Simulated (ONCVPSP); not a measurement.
**How hard is this F (Z = 9) ONCV potential?**

| Quantity | Value |
| --- | --- |
| Element | F |
| Generator | ONCVPSP 4.0.1 |
| Type | optimised norm-conserving Vanderbilt (ONCV) |
| Functional | PBEsol |
| Relativity | scalar-relativistic |
| Frozen core | [He] |
| Valence charge | 7 |
| Reference configuration | 2s2 2p5 |
| Partial waves | 2s: rc 0.75 bohr, ncon 3, nbas 6, qcut 8.3 1/bohr, local; 2p: rc 1.15 bohr, ncon 5, nbas 9, qcut 10.6 1/bohr, 1 projector |
| Local potential | the s channel |
| Core correction | Teter function, fcfact 4.25, rcfact 1.75 |

For each optimised wave give the share of its norm inside rc, the residual kinetic energy above qcut (Ha) and the cutoffs (Ha) for errors of 10, 1, 0.1 and 0.01 mHa per electron.

| wave | norm inside rc | residual KE | 10 mHa | 1 mHa | 0.1 mHa | 0.01 mHa |
| --- | --- | --- | --- | --- | --- | --- |
| 2s | 0.323 | 4.8e-03 | 29.3 | 116.9 | 182.1 | not reached |
| 2p | 0.622 | 1.2e-04 | 37.3 | 47.5 | 58.4 | 179.7 |

The occupied waves need 117 Ha and 182 Ha for 1 and 0.1 mHa.
